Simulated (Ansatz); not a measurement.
Reaction (ligand exchange at the In–Cl bond): `[OH][In]([OH])[Cl]` + `O[SiH3]` → `[OH][In]([OH])[O][SiH3]` + HCl

Program: Ansatz. Geometries: PBE0-D4/def2-TZVP. ΔE: electronic, gas phase. CCSD(T)/CBS adds triple-zeta CCSD(T) − MP2 to the extrapolated MP2 energy (def2 sets, frozen cores). This one scheme is used for every species. DFT in def2-TZVPP. B3LYP here is the variant with VWN-RPA as its local correlation; programs differ in this. Elements past krypton have def2 core potentials. For In outer-core shells are correlated without core-valence functions, which leaves a few kJ/mol of doubt a bond. One conformer a species, not always the lowest.

```json
{"level": "PBE-D4", "ΔE (kcal/mol)": "18.4", "difference from CCSD(T)/CBS": "1.9"}
{"level": "r2SCAN-D4", "ΔE (kcal/mol)": "18.6", "difference from CCSD(T)/CBS": "2.1"}
{"level": "PBE0-D4", "ΔE (kcal/mol)": "19.4", "difference from CCSD(T)/CBS": "2.9"}
{"level": "B3LYP-D4", "ΔE (kcal/mol)": "18.3", "difference from CCSD(T)/CBS": "1.8"}
{"level": "ωB97X-V", "ΔE (kcal/mol)": "18.0", "difference from CCSD(T)/CBS": "1.5"}
{"level": "ωB97M-V", "ΔE (kcal/mol)": "18.5", "difference from CCSD(T)/CBS": "2.0"}
{"level": "B2PLYP", "ΔE (kcal/mol)": "18.0", "difference from CCSD(T)/CBS": "1.5"}
{"level": "PBE", "ΔE (kcal/mol)": "19.0", "difference from CCSD(T)/CBS": "2.5"}
{"level": "r2SCAN", "ΔE (kcal/mol)": "18.8", "difference from CCSD(T)/CBS": "2.3"}
{"level": "PBE0", "ΔE (kcal/mol)": "20.0", "difference from CCSD(T)/CBS": "3.5"}
{"level": "B3LYP", "ΔE (kcal/mol)": "19.2", "difference from CCSD(T)/CBS": "2.7"}
{"level": "HF/def2-TZVPP", "ΔE (kcal/mol)": "21.1", "difference from CCSD(T)/CBS": "4.6"}
{"level": "MP2/def2-TZVPP", "ΔE (kcal/mol)": "16.8", "difference from CCSD(T)/CBS": "0.3"}
{"level": "SCS-MP2/def2-TZVPP", "ΔE (kcal/mol)": "16.5", "difference from CCSD(T)/CBS": "0.0"}
{"level": "CCSD/def2-TZVPP", "ΔE (kcal/mol)": "17.0", "difference from CCSD(T)/CBS": "0.5"}
{"level": "CCSD(T)/def2-TZVPP", "ΔE (kcal/mol)": "16.4", "difference from CCSD(T)/CBS": "-0.1"}
{"level": "HF/def2-QZVPP", "ΔE (kcal/mol)": "20.7", "difference from CCSD(T)/CBS": "4.2"}
{"level": "MP2/def2-QZVPP", "ΔE (kcal/mol)": "16.7", "difference from CCSD(T)/CBS": "0.2"}
{"level": "SCS-MP2/def2-QZVPP", "ΔE (kcal/mol)": "16.5", "difference from CCSD(T)/CBS": "0.0"}
{"level": "HF/CBS(def2)", "ΔE (kcal/mol)": "20.7", "difference from CCSD(T)/CBS": "4.2"}
{"level": "MP2/CBS(def2)", "ΔE (kcal/mol)": "16.9", "difference from CCSD(T)/CBS": "0.4"}
{"level": "CCSD/CBS(def2)", "ΔE (kcal/mol)": "17.1", "difference from CCSD(T)/CBS": "0.6"}
{"level": "CCSD(T)/CBS", "ΔE (kcal/mol)": "16.5", "difference from CCSD(T)/CBS": "0"}
```

Largest T1 diagnostic among the species: 0.016.

In def2-TZVPP, CCSD(T) changes the Hartree–Fock value by −4.7 kcal/mol (the triples alone add −0.6 kcal/mol) and MP2 by −4.3 kcal/mol. The D4 term adds −1.0 kcal/mol with B3LYP and −0.6 kcal/mol with PBE0; it sums over pairs of atoms, weighted by their polarisabilities, and B3LYP, whose exchange is more repulsive, gets the larger term.
